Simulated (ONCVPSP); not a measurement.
# Which change was made? (Ni, ONCV)

ONCVPSP 4.0.1 input, shortened (lines: element, Z, core and valence counts, functional; n l f; lmax; l rc ep ncon nbas qcut; lloc lpopt rc5 dvloc0; l nproj debl; icmod fcfact rcfact), PBE, scalar-relativistic:

```
  Ni 28.00    3    4        4      upf
    1    0    2.00
    2    0    2.00
    2    1    6.00
    3    0    2.00
    3    1    6.00
    3    2    8.00
    4    0    2.00
    2
    0    1.10    0.00    3    7   12.90
    1    1.10    0.00    4    9    9.80
    2    0.75    0.00    5   10   14.00
    4    5    0.70    2.00
    0    2    2.10
    1    2    0.70
    2    2    3.60
    0    0.00    0.00
```

In the p channel the program set the typed energies aside and used -2.623, 0.250 Ha.

Cutoffs, loose and tight: the cutoffs (Ha) at which the residual kinetic energy of the hardest occupied pseudo-wave falls to 1 and 0.1 mHa per electron. They do not see the model core or the augmentation charge, which bear on the density cutoff. Test errors are all-electron minus pseudo excitation energies from the reference, over the configurations 3s2 3p6 3d8 4s1; 3s2 3p6 3d8 4s0; 3s2 3p6 3d7 4s0; 3s2 3p6 3d8.5 4s1.5; variants that change the core or the reference have their own tests.

The base gives: outcome: generated, projector energies reset by the program; cutoff, loose: 554 Ha; cutoff, tight: 671 Ha; bound ghosts: none; GHOST(+) flags above zero: none; largest test error (meV): -2.9.

(1) After one change the result is: outcome: generated, projector energies reset by the program; cutoff, loose: 153 Ha; cutoff, tight: 174 Ha; bound ghosts: none; GHOST(+) flags above zero: none; largest test error (meV): -3.3. Which change was it?
A. d: qcut 15.5
B. d: qcut 19.2
C. d: qcut 8.3

Answers

(1) B. The others give: d: qcut 8.3 → outcome: generated, projector energies reset by the program; cutoff, loose: 685 Ha; cutoff, tight: 740 Ha; bound ghosts: none; GHOST(+) flags above zero: d; largest test error (meV): -2.4 | d: qcut 15.5 → outcome: generated, projector energies reset by the program; cutoff, loose: 190 Ha; cutoff, tight: 625 Ha; bound ghosts: none; GHOST(+) flags above zero: none; largest test error (meV): -3.1.
